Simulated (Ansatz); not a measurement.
Saddle point of SiH3Cl3O, singlet (SiHCl₃ ([Cl][SiH]([Cl])[Cl]) + H₂O → SiH₂Cl₂O ([OH][SiH]([Cl])[Cl]) + HCl; bonds formed: Si1–O7, Cl2–H6; bonds broken: Si1–Cl2, H6–O7), PBE0-D4/def2-TZVP structure:

| atom | x (Å) | y (Å) | z (Å) |
| --- | --- | --- | --- |
| Si1 | -0.2149 | 0.1874 | -0.6164 |
| Cl2 | 2.2172 | -0.1998 | -0.0468 |
| Cl3 | -0.2774 | -1.6109 | -1.5544 |
| Cl4 | -2.2547 | 0.6383 | -0.4745 |
| H5 | 0.2949 | 1.3736 | -1.2971 |
| H6 | 0.9967 | -0.1828 | 1.1657 |
| O7 | -0.0393 | 0.1109 | 1.1451 |
| H8 | -0.7226 | -0.3167 | 1.6785 |

Energies are electronic, without zero-point energy. Barriers and step energies count from the start structure reached by relaxing down the imaginary mode; all methods use the PBE0-D4 structures, on which another method's saddle can fall below an end. Computed with Ansatz 0.2.0 (basis: def2-TZVPP, with def2-QZVPP for the basis limit); correlated methods freeze the cores. B3LYP uses VWN-RPA correlation. Extrapolation: Hartree–Fock as exp(−7.88 √X), correlation as X^−2.97.

| method | barrier (kJ/mol) | step energy (kJ/mol) |
| --- | --- | --- |
| SPW92 | ? | -26.8 |
| PBE-D4 | 69.7 | -15.4 |
| BLYP-D4 | 81.8 | -22.1 |
| r2SCAN-D4 | 72.8 | -21.0 |
| B97M-V | 88.8 | -20.7 |
| PBE0-D4 | 77.0 | -17.0 |
| B3LYP-D4 | 86.0 | -23.4 |
| r2SCAN0-D4 | 77.5 | -21.4 |
| BHLYP-D4 | 94.0 | -25.3 |
| CAM-B3LYP-D4 | 82.5 | -29.3 |
| wB97X-V | 86.2 | -21.1 |
| wB97M-V | 81.0 | -19.6 |
| B2PLYP | ? | -27.1 |
| PBE-QIDH | 82.4 | -21.5 |
| RPA on PBE | 97.8 | -25.4 |
| HF | 129.6 | -32.2 |
| MP2 | ? | -21.9 |
| CCSD | 100.0 | -26.9 |
| CCSD(T) | 93.2 | -25.3 |

Fill in the withheld barriers. (Judge from chemistry; the value comes from the calculation.)

By the calculation: SPW92 27.1; MP2 88.1; B2PLYP 89.4 kJ/mol. Each is the energy of the saddle less that of the start structure, by the same method.

For comparison, the barrier by CCSD(T) at an estimated basis limit (MP2 extrapolated from triple and quadruple zeta, plus CCSD(T) − MP2 in triple zeta) is 88.7 kJ/mol.

The T1 diagnostic stays at or below 0.010.

The step is the kind of ligand exchange by which a precursor binds to a hydroxyl group, or is hydrolysed, in atomic layer deposition of oxides.

Labels in which every atom is bracketed show which atoms are joined, not bond orders.

For scale, one of the runs: CCSD(T)/def2-TZVPP, 241 basis functions, launched by `ansatz run in.yaml --threads 8 --pin off --events-out ev --progress --plain --max-ram 19148MiB`. The run took 59 s on 8 CPU threads of an Arm Neoverse V2 (shared host), with 4.3 GiB of host memory at its peak.
